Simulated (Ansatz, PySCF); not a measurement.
Reaction (SMILES): N[Si](O)(O)O + H+ -> [NH3+][Si](O)(O)O (at N, the best of the heteroatom sites tried; carbon was not tried)

Wanted: proton affinity (electronic), in kcal/mol. Positive where the reaction releases energy. Set-up: spin-orbit terms left out; dispersion terms only where a functional's name holds one; frozen cores in correlated levels; non-relativistic. CBS marks a two-point X^-3 extrapolation of the correlation energy; Hartree-Fock from the larger set. First-principles rows: single points at B3LYP-D3(BJ) geometries (Ansatz, an electronic-structure program).

| species | coefficient | E at BP86/def2-SVP (PySCF), Eh | E at PBE/def2-TZVPD (Ansatz), Eh |
|---|---|---|---|
| N[Si](O)(O)O | +1 | -572.80888 | -572.81018 |
| H+ | +1 | 0.00000 | 0.00000 |
| [NH3+][Si](O)(O)O | -1 | -573.17362 | -573.16346 |

Coupled cluster (Ansatz) is a level with limits of its own, used here on species with T1 under 0.025 (0.045 for open shells) and stable references: CCSD(T)/CBS(cc-pV(T+d)Z,cc-pV(Q+d)Z). Value to compare with, CCSD(T)/CBS(cc-pV(T+d)Z,cc-pV(Q+d)Z) (Ansatz): 222.4 kcal/mol. 1 Eh = 627.5095 kcal/mol.

Task: Compute it at each level from the table, and compare with CCSD(T)/CBS(cc-pV(T+d)Z,cc-pV(Q+d)Z) (Ansatz).

Result: 
- BP86/def2-SVP: the sum of coefficient times E is 0.36474 Eh, or 228.88 kcal/mol. Result: 228.9 kcal/mol. Its difference against CCSD(T)/CBS(cc-pV(T+d)Z,cc-pV(Q+d)Z) (Ansatz) is 6.5 kcal/mol.
- PBE/def2-TZVPD: the sum of coefficient times E is 0.35328 Eh, or 221.69 kcal/mol. Result: 221.7 kcal/mol. Its difference against CCSD(T)/CBS(cc-pV(T+d)Z,cc-pV(Q+d)Z) (Ansatz) is -0.7 kcal/mol.
